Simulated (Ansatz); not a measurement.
```xyz
10

C    -1.403    0.149   -0.848
B    -0.204    0.238    0.137
B     0.582   -0.470    1.339
C     1.274    0.230   -0.052
Cl    2.067    0.805    1.483
H    -1.955    1.095   -0.777
H    -2.112   -0.637   -0.581
H    -1.109    0.034   -1.894
H     0.813   -1.447    1.971
H     2.046    0.003   -0.778
```

The species carries charge 0 and has multiplicity 1. The bonds changed during the relaxation, so this is another structure than the one it started from.

Q: List the B3LYP/def2-TZVPP orbital energies in eV (Ansatz). (Best estimate.)

A: Ansatz gave: Occupied: -2764.03, -278.25, -276.18, -258.72, -197.78, -197.64, -197.53, -184.01, -183.04, -24.97, -19.34, -18.56, -14.98, -12.76, -12.29, -11.06, -10.95, -10.24, -10.02, -9.74, -7.57, -6.50. Lowest empty: -1.20, -0.62, 0.40, 1.19, 1.71, 1.86, 2.42, 2.75.

B3LYP here is the variant with VWN-RPA as its local correlation; programs differ in this.
